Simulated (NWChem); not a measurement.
# SiO₂ anion, doublet

```xyz
3

O     -1.4759     0.0000    -0.2738
Si     0.0000     0.0000     0.2934
O      1.4759     0.0000    -0.2738
```
Atoms are numbered in this order, from 1.

All runs: NWChem. Spin-unrestricted. In the optimisation the excess spin sits in a1 (C2v, its own frame). Sets without diffuse functions describe the anion's extra electron poorly. Structure relaxed at the B3LYP/def2-SVPD, spin-unrestricted level. No stability test was run on the SCF state. B3LYP is NWChem's, with the RPA form of VWN correlation. Solvent water, SMD (1 M gas to 1 M solution), gas-phase geometry. Reactions with the solvent are ignored.

For level B3LYP/cc-pVQZ:

| Item | Result |
|---|---|
| solvation free energy (kcal/mol) | -71.5 |

Task: Estimate the same quantities for level B3LYP/aug-cc-pVDZ.

Result: The solvation free energy (kcal/mol) is -70.0.
